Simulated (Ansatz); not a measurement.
## Worked example: vertical ionisation energy of ICl (iodine monochloride)

ICl: 2 atoms, total charge 0, spin state singlet. SMILES: `ClI`. The coordinates come from a PBE0-D4/def2-TZVP relaxation.

```xyz
2

Cl    0.0000    0.0000   -0.0026
I     0.0000    0.0000    2.3091
```

Both states at this one shape; open shells run unrestricted unless said. 1 Eh = 27.2114 eV.

```tsv
level	program	singlet ICl (Eh)	doublet ICl+ (Eh)
HSE06/STO-3G	Ansatz	-7307.625601	-7307.297377
wB97X/STO-3G	Ansatz	-7308.214269	-7307.875888
FCI/STO-3G, 23 core orbitals frozen	Ansatz	-7305.289894	-7304.999976
```

**Question.** Work out the vertical ionisation energy at each level.

**Answer.** 
1. HSE06/STO-3G: -7307.297377 − (-7307.625601) = 0.328224 Eh = 8.93 eV.
2. wB97X/STO-3G: -7307.875888 − (-7308.214269) = 0.338381 Eh = 9.21 eV.
3. FCI/STO-3G: -7304.999976 − (-7305.289894) = 0.289918 Eh = 7.89 eV.

No measured value is set beside it here; the levels span 7.89 to 9.21 eV. Spin-orbit coupling, which splits open shells on such heavy atoms by tenths of an eV, is left out. Minimal sets are far from the basis-set limit. All-electron rows are non-relativistic unless named.
